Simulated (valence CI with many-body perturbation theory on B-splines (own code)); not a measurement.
Values are calculated unless marked as measured or tabulated.
Energy levels of W⁶¹⁺

Method: relativistic CI+MBPT: three valence electrons over a frozen Dirac-Fock core [Ne], a basis of 9 s, 9 p, 8 d, 6 f, 3 g, 1 h functions for each j, with the one-electron correlation potential Σ1 (screened to all orders), the two-electron term Σ2, the three-electron term Σ3, Breit, model QED; selected single and double excitations, second order for the rest, scaled by the run's own slope (own B-spline code, finite nucleus).

The last digits are not significant, and no measured levels were compared; by estimate large intervals hold to a few tenths of a per cent, small ones and those within an open d or f shell to about a per cent.

Levels 1 to 34 of 34, with energies above the lowest level, (3s^2 3p1/2) J=1/2. "Leading %" is the weight of the configuration and term that name the level; weights of strongly mixed levels are sums over their largest components and can fall short, so below about 35 % the name and the second component can differ from the true leading terms, or belong to a minority configuration. In the jj column 3d3/2^4 stands for four electrons in 3d with j = 3/2.

| No. | Configuration | Term | J | E (eV) | Leading % | g | Leading jj |
| --- | --- | --- | --- | --- | --- | --- | --- |
| 1 | 3s²3p | ²P° | 1/2 | 0.0 | 100 | 0.647 | 3s^2 3p1/2 (100 %) |
| 2 | 3s3p² | ⁴P | 1/2 | 167.5 | 52 | 2.106 | 3s 3p1/2^2 (99 %) |
| 3 | 3s²3p | ²P° | 3/2 | 363.5 | 99 | 1.320 | 3s^2 3p3/2 (99 %) |
| 4 | 3s3p² | ⁴P | 3/2 | 500.7 | 89 | 1.627 | 3s 3p1/2 3p3/2 (99 %) |
| 5 | 3s3p² | ²D | 5/2 | 518.9 | 61 | 1.335 | 3s 3p1/2 3p3/2 (98 %) |
| 6 | 3s3p² | ²D | 3/2 | 539.9 | 50 | 0.968 | 3s 3p1/2 3p3/2 (81 %) |
| 7 | 3s3p² | ²P | 1/2 | 550.0 | 69 | 1.262 | 3s 3p1/2 3p3/2 (99 %) |
| 8 | 3s²3d | ²D | 3/2 | 597.4 | 80 | 0.827 | 3s^2 3d3/2 (80 %) |
| 9 | 3s²3d | ²D | 5/2 | 670.7 | 97 | 1.195 | 3s^2 3d5/2 (97 %) |
| 10 | 3p³ | ²P° | 3/2 | 704.0 | 27 | 1.051 | 3p1/2^2 3p3/2 (56 %) |
| 11 | 3s3p3d | ⁴F° | 3/2 | 717.3 | 56 | 0.732 | 3s 3p1/2 3d3/2 (69 %) |
| 12 | 3s3p3d | ⁴F° | 5/2 | 729.5 | 43 | 1.020 | 3s 3p1/2 3d3/2 (98 %) |
| 13 | 3s3p3d | ⁴D° | 1/2 | 756.0 | 57 | 0.398 | 3s 3p1/2 3d3/2 (99 %) |
| 14 | 3s3p3d | ⁴D° | 3/2 | 762.7 | 32 | 1.281 | 3s 3p1/2 3d3/2 (85 %) |
| 15 | 3s3p3d | ⁴P° | 5/2 | 811.8 | 38 | 1.349 | 3s 3p1/2 3d5/2 (100 %) |
| 16 | 3s3p3d | ⁴F° | 7/2 | 826.0 | 42 | 1.236 | 3s 3p1/2 3d5/2 (99 %) |
| 17 | 3s3p3d | ²F° | 5/2 | 836.2 | 51 | 1.035 | 3s 3p1/2 3d5/2 (98 %) |
| 18 | 3s3p3d | ²D° | 3/2 | 841.1 | 37 | 1.109 | 3s 3p1/2 3d5/2 (91 %) |
| 19 | 3s3p² | ⁴P | 5/2 | 876.3 | 60 | 1.429 | 3s 3p3/2^2 (99 %) |
| 20 | 3s3p² | ²S | 1/2 | 913.6 | 68 | 1.923 | 3s 3p3/2^2 (99 %) |
| 21 | 3p²3d | ²D | 3/2 | 916.3 | 35 | 0.831 | 3p1/2^2 3d3/2 (86 %) |
| 22 | 3s3p² | ²P | 3/2 | 921.2 | 54 | 1.134 | 3s 3p3/2^2 (85 %) |
| 23 | 3p²3d | ²D | 5/2 | 1013.9 | 33 | 1.191 | 3p1/2^2 3d5/2 (98 %) |
| 24 | 3p³ | ²D° | 5/2 | 1060.8 | 68 | 1.172 | 3p1/2 3p3/2^2 (68 %) |
| 25 | 3p³ | ⁴S° | 3/2 | 1065.7 | 49 | 1.420 | 3p1/2 3p3/2^2 (92 %) |
| 26 | 3p³ | ²P° | 1/2 | 1082.7 | 80 | 0.746 | 3p1/2 3p3/2^2 (80 %) |
| 27 | 3s3p3d | ⁴D° | 3/2 | 1093.4 | 43 | 1.285 | 3s 3p3/2 3d3/2 (97 %) |
| 28 | 3s3p3d | ⁴P° | 1/2 | 1095.2 | 79 | 2.130 | 3s 3p3/2 3d3/2 (95 %) |
| 29 | 3s3p3d | ⁴D° | 5/2 | 1097.6 | 40 | 1.218 | 3s 3p3/2 3d3/2 (78 %) |
| 30 | 3s3p3d | ⁴F° | 7/2 | 1100.4 | 42 | 1.227 | 3s 3p3/2 3d3/2 (94 %) |
| 31 | 3s3p3d | ²D° | 3/2 | 1128.3 | 61 | 0.984 | 3s 3p3/2 3d3/2 (89 %) |
| 32 | 3s3p3d | ²F° | 5/2 | 1141.3 | 66 | 0.961 | 3s 3p3/2 3d3/2 (90 %) |
| 33 | 3s3p3d | ²P° | 1/2 | 1146.8 | 64 | 0.609 | 3s 3p3/2 3d3/2 (85 %) |
| 34 | 3s3p3d | ⁴F° | 9/2 | 1155.1 | 100 | 1.320 | 3s 3p3/2 3d5/2 (100 %) |

The ionisation energy to 3s² ¹S0 of the next ion comes out as 6726 eV (NIST: 6735 ± 7 eV (semi-empirical)). All 34 levels together are meant to be complete up to 1173.5 eV.
